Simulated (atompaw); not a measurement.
# hydrogen: one change to a PAW (atompaw) potential, before and after

H (Z = 1), PAW, made with atompaw 4.2.0.5 (PBE, scalar-relativistic). Core none, reference 1s1. Waves: 1s (bound): rc 0.95 bohr; 1s channel at -0.1 Ry: rc 0.95 bohr; 2p channel at 0.4 Ry: rc 0.80 bohr; 2p channel at 2.25 Ry: rc 0.95 bohr. Local part: troulliermartins scheme with l = 2 at 0 Ry, radius 0.75 bohr. Core correction: none. Augmentation charge: gaussian compensation charge, radius 0.90 bohr; PAW radius 0.95 bohr; waves and projectors: custom polynom gramschmidtortho.

Change: augmentation gaussian compensation charge, radius 0.90 bohr; PAW radius 0.95 bohr; waves and projectors: custom rrkj gramschmidtortho.

Cutoffs: the cutoffs (Ry, on a coarse ladder) from which the occupation-weighted sum of valence levels, in a spherical-Bessel basis at the reference potential, stays within 10 and 1 mRy of its value at 400 Ry; they do not see the model core or the augmentation charge, which bear on the density cutoff.

What does the change do?

The potential gets harder (18 Ry and 35 Ry → 21 Ry and 40 Ry); neither file shows a bound ghost.

```tsv
quantity	base	changed
cutoff, loose	18 Ry	21 Ry
cutoff, tight	35 Ry	40 Ry
bound ghosts	none	none
s: phases at 0.95 bohr within 0.05 rad from the reference energy up to (Ry; the scan ends near 5)	to the end of the scan	to the end of the scan
p: phases at 0.95 bohr within 0.05 rad from the reference energy up to (Ry; the scan ends near 5)	to the end of the scan	to the end of the scan
lowest overlap eigenvalue by channel	s 0.99, p 0.74	s 0.98, p 0.62
```

 The cutoffs see the waves, projectors and local potential, not the compensation charge or the core.
